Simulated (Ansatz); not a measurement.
A first, cheap relaxation of ClGeH₇Si₂, SMILES `Cl[SiH2][SiH2][GeH3]`.

```yaml
crystal:
  periodic: [false, false, false]
  atoms:
    - {symbol: Cl, position_ang: [-2.162000, 1.747700, 0.519000]}
    - {symbol: Si, position_ang: [-0.135200, 1.705100, 0.736500]}
    - {symbol: Si, position_ang: [0.490500, -0.424200, 0.719100]}
    - {symbol: Ge, position_ang: [-0.044200, -1.395600, -1.264000]}
    - {symbol: H, position_ang: [0.516200, 2.409500, -0.395100]}
    - {symbol: H, position_ang: [0.250200, 2.351900, 2.009400]}
    - {symbol: H, position_ang: [2.012700, -0.490200, 0.870800]}
    - {symbol: H, position_ang: [-0.072200, -1.117500, 1.847600]}
    - {symbol: H, position_ang: [-1.655600, -1.300700, -1.356300]}
    - {symbol: H, position_ang: [0.551800, -0.651500, -2.415300]}
    - {symbol: H, position_ang: [0.313300, -2.891500, -1.251000]}
basis:
  gaussian: {orbitals: def2-SVP}
hamiltonian: {xc: pbe, dispersion: d4}
relax: {f_tol: 0.03, max_steps: 200}
```

```sh
$ ansatz run in.yaml --threads 4 --pin off --events-out ev --progress --plain --max-ram 10444MiB
```

It prints (some lines left out):

```
Functional definition: PBE
mean field -84872.55725711 eV, -3119.0089505132 hartree, gradient 4.3e-5 eV, S^2 0.000000; 0 other end points of the search recorded, 0 dependent functions left out
relax step   1: F+E_penalty+E_count = -84872.86775680 eV  Δ(F+E_penalty+E_count) = +0.000e0 eV  max|allowed force component| = 1.928e0 eV/Å  Δτ_max = 0.0000 Å  (24 SCF iters, accepted)
mean field -84872.90640444 eV, -3119.0217814411 hartree, gradient 1.7e-5 eV, S^2 0.000000; 0 other end points of the search recorded, 0 dependent functions left out
relax step   2: F+E_penalty+E_count = -84873.20274114 eV  Δ(F+E_penalty+E_count) = -3.350e-1 eV  max|allowed force component| = 3.838e-1 eV/Å  Δτ_max = 0.1705 Å  (26 SCF iters, accepted)
mean field -84872.93183181 eV, -3119.0227158795 hartree, gradient 7.7e-6 eV, S^2 0.000000; 0 other end points of the search recorded, 0 dependent functions left out
relax step   3: F+E_penalty+E_count = -84873.22789093 eV  Δ(F+E_penalty+E_count) = -2.515e-2 eV  max|allowed force component| = 1.069e-1 eV/Å  Δτ_max = 0.0581 Å  (26 SCF iters, accepted)
mean field -84872.93500716 eV, -3119.0228325714 hartree, gradient 7.5e-6 eV, S^2 0.000000; 0 other end points of the search recorded, 0 dependent functions left out
relax step   4: F+E_penalty+E_count = -84873.23207340 eV  Δ(F+E_penalty+E_count) = -4.182e-3 eV  max|allowed force component| = 3.484e-2 eV/Å  Δτ_max = 0.0750 Å  (27 SCF iters, accepted)
mean field -84872.93635096 eV, -3119.0228819555 hartree, gradient 7.6e-6 eV, S^2 0.000000; 0 other end points of the search recorded, 0 dependent functions left out
relax step   5: F+E_penalty+E_count = -84873.23435463 eV  Δ(F+E_penalty+E_count) = -2.281e-3 eV  max|allowed force component| = 4.621e-2 eV/Å  Δτ_max = 0.0538 Å  (26 SCF iters, accepted)
mean field -84872.93552189 eV, -3119.0228514875 hartree, gradient 8.1e-6 eV, S^2 0.000000; 0 other end points of the search recorded, 0 dependent functions left out
relax step   6: F+E_penalty+E_count = -84873.23634532 eV  Δ(F+E_penalty+E_count) = -1.991e-3 eV  max|allowed force component| = 6.896e-2 eV/Å  Δτ_max = 0.1193 Å  (26 SCF iters, accepted)
mean field -84872.93646186 eV, -3119.0228860308 hartree, gradient 7.7e-6 eV, S^2 0.000000; 0 other end points of the search recorded, 0 dependent functions left out
relax step   7: F+E_penalty+E_count = -84873.23740687 eV  Δ(F+E_penalty+E_count) = -1.062e-3 eV  max|allowed force component| = 5.901e-2 eV/Å  Δτ_max = 0.0281 Å  (26 SCF iters, accepted)
mean field -84872.93727212 eV, -3119.0229158073 hartree, gradient 7.7e-6 eV, S^2 0.000000; 0 other end points of the search recorded, 0 dependent functions left out
relax step   8: F+E_penalty+E_count = -84873.23855662 eV  Δ(F+E_penalty+E_count) = -1.150e-3 eV  max|allowed force component| = 6.160e-2 eV/Å  Δτ_max = 0.0485 Å  (26 SCF iters, accepted)
mean field -84872.93753321 eV, -3119.0229254020 hartree, gradient 7.7e-6 eV, S^2 0.000000; 0 other end points of the search recorded, 0 dependent functions left out
relax step   9: F+E_penalty+E_count = -84873.23916991 eV  Δ(F+E_penalty+E_count) = -6.133e-4 eV  max|allowed force component| = 7.301e-2 eV/Å  Δτ_max = 0.0479 Å  (26 SCF iters, accepted)
mean field -84872.93771624 eV, -3119.0229321283 hartree, gradient 7.7e-6 eV, S^2 0.000000; 0 other end points of the search recorded, 0 dependent functions left out
relax step  10: F+E_penalty+E_count = -84873.23969084 eV  Δ(F+E_penalty+E_count) = -5.209e-4 eV  max|allowed force component| = 6.293e-2 eV/Å  Δτ_max = 0.0539 Å  (26 SCF iters, accepted)
mean field -84872.93798632 eV, -3119.0229420538 hartree, gradient 7.6e-6 eV, S^2 0.000000; 0 other end points of the search recorded, 0 dependent functions left out
relax step  11: F+E_penalty+E_count = -84873.24028832 eV  Δ(F+E_penalty+E_count) = -5.975e-4 eV  max|allowed force component| = 5.302e-2 eV/Å  Δτ_max = 0.0592 Å  (26 SCF iters, accepted)
mean field -84872.93831885 eV, -3119.0229542737 hartree, gradient 7.7e-6 eV, S^2 0.000000; 0 other end points of the search recorded, 0 dependent functions left out
relax step  12: F+E_penalty+E_count = -84873.24074339 eV  Δ(F+E_penalty+E_count) = -4.551e-4 eV  max|allowed force component| = 3.479e-2 eV/Å  Δτ_max = 0.0291 Å  (26 SCF iters, accepted)
mean field -84872.93855647 eV, -3119.0229630064 hartree, gradient 7.7e-6 eV, S^2 0.000000; 0 other end points of the search recorded, 0 dependent functions left out
relax step  13: F+E_penalty+E_count = -84873.24100575 eV  Δ(F+E_penalty+E_count) = -2.624e-4 eV  max|allowed force component| = 3.433e-2 eV/Å  Δτ_max = 0.0443 Å  (26 SCF iters, accepted)
mean field -84872.93883299 eV, -3119.0229731683 hartree, gradient 7.8e-6 eV, S^2 0.000000; 0 other end points of the search recorded, 0 dependent functions left out
relax step  14: F+E_penalty+E_count = -84873.24121175 eV  Δ(F+E_penalty+E_count) = -2.060e-4 eV  max|allowed force component| = 2.427e-2 eV/Å  Δτ_max = 0.0118 Å  (27 SCF iters, accepted)
mean field -84872.93883299 eV, -3119.0229731683 hartree, gradient 7.7e-6 eV, S^2 0.000000; 1 other end points of the search recorded, 0 dependent functions left out
Total energy: -84873.24125391 eV, -3119.0340869319 hartree
Atom 0 at    -2.038294     1.810791     0.057638 Å, force    -0.018269    -0.001861    -0.009223 eV/Å
Atom 1 at    -0.067348     1.788225     0.770627 Å, force     0.024274    -0.006474     0.006553 eV/Å
Atom 2 at     0.613349    -0.461779     0.767811 Å, force    -0.015148    -0.001865     0.016709 eV/Å
Atom 3 at    -0.195050    -1.466046    -1.250692 Å, force    -0.006425    -0.010021    -0.013700 eV/Å
Atom 4 at     0.778664     2.612249    -0.160932 Å, force    -0.000545     0.002775    -0.004501 eV/Å
Atom 5 at    -0.055332     2.429566     2.130738 Å, force     0.002873    -0.000513     0.001479 eV/Å
Atom 6 at     2.116754    -0.546056     0.845701 Å, force     0.002697     0.004725     0.002224 eV/Å
Atom 7 at     0.031062    -1.163288     1.968150 Å, force     0.004903     0.001393    -0.012026 eV/Å
Atom 8 at    -1.740317    -1.573195    -1.209085 Å, force     0.018616     0.001868     0.000183 eV/Å
Atom 9 at     0.218503    -0.599519    -2.469661 Å, force    -0.006232    -0.005398     0.010541 eV/Å
Atom 10 at     0.403508    -2.887947    -1.429594 Å, force    -0.006744     0.015372     0.001762 eV/Å
Dipole moment:     0.236307    -0.052879     0.082986 e Å
```

Hardware: 4 threads of an Arm Neoverse V2 on a shared host. Wall time 17 s, peak host memory 0.19 GiB.
